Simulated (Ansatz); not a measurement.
Species: GeCl₂F, charge 0, multiplicity 2. SMILES: [F][Ge]([Cl])[Cl]
Structure (B3LYP-D3(BJ)/def2-TZVP (Ansatz, a program for electronic structure) minimum search):
```
Ge
F 1 1.7444
Cl 1 2.1701 2 106.22
Cl 1 2.1701 2 106.22 3 117.89
```
Charge 0, spin multiplicity 2.

Wanted: atomisation energy, in kcal/mol. Terms: open shells spin-unrestricted; 6-31G* and kin with 6d, 5d where marked; dispersion terms only where a functional's name holds one; atomisation electronic, to ground-state atoms; non-relativistic; spin-orbit terms left out. Ab initio and DFT rows: single points at B3LYP-D3(BJ) geometries (Ansatz).

```
species            coefficient  E at PBE/6-31G* (Ansatz), Eh  E at wB97M-V/def2-TZVPD (Ansatz), Eh
-----------------  -----------  ----------------------------  ------------------------------------
[F][Ge]([Cl])[Cl]           -1                   -3096.23925                           -3097.23704
Cl atom                     +2                    -459.92714                            -460.12609
F atom                      +1                     -99.61359                             -99.74647
Ge atom                     +1                   -2076.33108                           -2076.80617
```

 1 Eh = 627.5095 kcal/mol.

Compute it at each level from the table.


- PBE/6-31G*: the sum of coefficient times E is 0.44030 Eh, or 276.29 kcal/mol. Result: 276.3 kcal/mol.
- wB97M-V/def2-TZVPD: the sum of coefficient times E is 0.43222 Eh, or 271.22 kcal/mol. Result: 271.2 kcal/mol.
